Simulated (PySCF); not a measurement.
BF₂HSe, SMILES FB(F)[SeH]. Atoms are numbered in the order given.

```xyz
5

B     -0.0032     0.9629     0.0000
F      1.1306     1.6328     0.0000
F     -1.1326     1.6414     0.0000
Se     0.0428    -0.9762     0.0000
H     -1.4218    -1.0922     0.0000
```

Geometry: PBE0-D3(BJ)/def2-SVP. One conformer was computed; it need not be the lowest.

Computed with PBE0/def2-TZVPD (PySCF).

Isolated molecule, no solvent.

Estimate the frontier levels, gap, dipole moment and polarisability. (The exact figures need the calculation; the answer reports its results.)


- highest occupied level = -7.89 eV
- lowest empty level = -0.46 eV
- orbital gap = 7.43 eV
- dipole moment = 1.13 D
- quadrupole, principal values (traceless, Buckingham form, about the centre of nuclear charge) = -2.34, 0.53, 1.81 D·Å
- mean static polarisability = 42.6 bohr³ (6.31 Å³)
- polarisability, principal values = 36.7, 40.7, 50.3 bohr³
